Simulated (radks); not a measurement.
Results of a calculation; reference values are marked as such.
Os2+, 74 electrons, occupied as [Kr] 4d10 4f14 5s1.5 5p6 5d6.5 (fractional occupations, a model configuration).

Code: a radial shooting solver on a logarithmic mesh with Libxc functionals. Model: Dirac Kohn-Sham, PBE, spin-unpolarised, spherical densities, finite nucleus; open shells are shared between the two j in proportion to 2j + 1; Fermi nuclear charge, rms radius 5.4126 fm.

Energy parts (eV):
| part | energy |
|---|---|
| total | -470105.53 |
| kinetic | 533324.54 |
| electron-nucleus | -1176277.84 |
| Hartree | 182106.49 |
| exchange-correlation | -9258.72 |

Orbitals (lengths in bohr, moments of r in powers of bohr; <r^-3> diverges for s and p1/2):
orbital  occ.  eigenvalue (eV)  <r^-3>
1s1/2       2        -73755.39       -
2s1/2       2        -12852.55       -
2p1/2       2        -12308.93       -
2p3/2       4        -10777.74   17910
3s1/2       2        -3005.569       -
3p1/2       2        -2761.724       -
3p3/2       4        -2427.820    4098
3d3/2       4        -2018.344   711.4
3d5/2       6        -1946.012   599.2
4s1/2       2        -649.4991       -
4p1/2       2        -547.0430       -
4p3/2       4        -468.6190   963.8
4d3/2       4        -300.2605   148.0
4d5/2       6        -285.7288   122.0
4f5/2       6         -72.6322   23.66
4f7/2       8         -69.8196   22.52
5s1/2     1.5        -109.8842       -
5p1/2       2         -78.1704       -
5p3/2       4         -65.7983   149.3
5d3/2     2.6         -24.2970   12.49
5d5/2     3.9         -23.1089   9.990
6s1/2       0         -20.9785       -
6p1/2       0         -14.7902       -
6p3/2       0         -13.4924   15.94

The highest occupied level is 5d5/2 at -23.109 eV. The electron density at the nucleus is 1.674e+06 e/bohr^3. Summed over all electrons, <r^2> = 42.95 bohr^2, which gives a Langevin (diamagnetic) susceptibility term of -34 x 10^-6 cm^3/mol.
